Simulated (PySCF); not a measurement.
## Levels of Cu¹⁶⁺ from EOM-EA-GCCSD

Reference: closed-shell Cu¹⁷⁺, [Ne] 3s2; one electron is added. Calculated with PySCF 2.14, two-component X2C-1e with screened spin-orbit coupling, an uncontracted even-tempered set (19 s from 0.54 bohr⁻², ratio 2.6; 13 p from 0.7 bohr⁻², ratio 2.6; 7 d from 0.72 bohr⁻², ratio 2.8; 4 f from 12 bohr⁻², ratio 2.8); frozen 1s2; the 50 highest virtual spinors dropped; of the others 56 kept and the rest restored at second order. No Breit or QED terms. Binding energies in eV.

| level | Koopmans | second order | EOM-CCSD |
| --- | --- | --- | --- |
| 3p1/2 | 554.94 | 556.64 | 556.48 |
| 3p3/2 | 550.62 | 552.34 | 552.24 |
| 3d5/2 | 485.53 | near a pole | 483.66 |

In EOM-CCSD the overlap with the one-orbital guess is low for 3d5/2 (weight 0.79). That can mean mixing with two-particle, one-hole states, where second order and EOM-CCSD lose accuracy, or only a rotation among the degenerate components of the shell; the terms of those configurations are not listed.

For comparison, the ionisation energy of Cu¹⁶⁺ is 552.8 ± 2.1 eV (semi-empirical (NIST evaluation); NIST Atomic Spectra Database, ionization energies).

Only part of the computed levels is shown.
